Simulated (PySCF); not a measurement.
Correlation energy of Br³⁺ (bromine, charge +3)

[Ar] 3d10 4s2 4p2, high-spin 3P determinant. Calculation: PySCF 2.14, in x2c-TZVPPall with one added diffuse shell each of s, p, d type (7s6p5d1f, 57 functions); scalar relativity by spin-free X2C-1e. Frozen: [Ar] 3d10; 4 electrons correlated.

| level | correlation energy (mhartree) |
| --- | --- |
| CCSD | -75.86 |
| (T) | -1.40 |
| CCSD(T) | -77.26 |

Diagnostics: T1 = 0.0056, D1 = 0.0149, largest double amplitude 0.091.

Cost of the coupled-cluster step: roughly 1.2 core-seconds, for 4 correlated electrons.
